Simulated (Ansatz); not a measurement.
**CH3ClF2Si (SMILES C[Si](F)(F)Cl): the energy, rung by rung**

CH3ClF2Si has 8 atoms, charge 0, and is taken as a singlet. As SMILES, `C[Si](F)(F)Cl`. The shape was relaxed beforehand at B3LYP/def2-SVP.

```xyz
8

C    -0.8159   -0.3004    0.5170
Si    0.6935    0.1564   -0.4409
F     2.0153   -0.4835    0.2268
F     0.6202   -0.4250   -1.9439
Cl    0.9713    2.1863   -0.5647
H    -0.9252   -1.3959    0.5557
H    -0.7506    0.0809    1.5477
H    -1.7163    0.1241    0.0467
```

Each level gives the dissociation energy of the F4–Si2 bond into doublet F and doublet CH3ClFSi (shapes relaxed at B3LYP/def2-SVP, no zero-point term) (eV). The values are calculated.

```csv
level,kind,program,value (eV),CPU time (all runs)
HF/def2-SVP,Hartree–Fock,Ansatz,5.20,1.6 s
PBE/def2-SVP,GGA,Ansatz,6.83,4.2 s
r2SCAN/def2-SVP,meta-GGA,Ansatz,6.73,10 s
B3LYP/def2-SVP,global hybrid,Ansatz,6.70,5.4 s
wB97M-V/def2-SVP,range-separated hybrid,Ansatz,7.02,25 s
MP2/def2-SVP,perturbation theory,Ansatz,6.89,1.9 s
```

The values span 5.20 to 7.02 eV. Hartree–Fock misses the correlation of the electron pair that is broken and comes out low. Measured bond enthalpies also hold zero-point and thermal terms, a few tenths of an eV less. In so small a basis fixed costs decide the times, and correlated methods can beat functionals. Times are those of the runs behind each value, whatever else they computed, on shared processors of several kinds: orders of magnitude only.
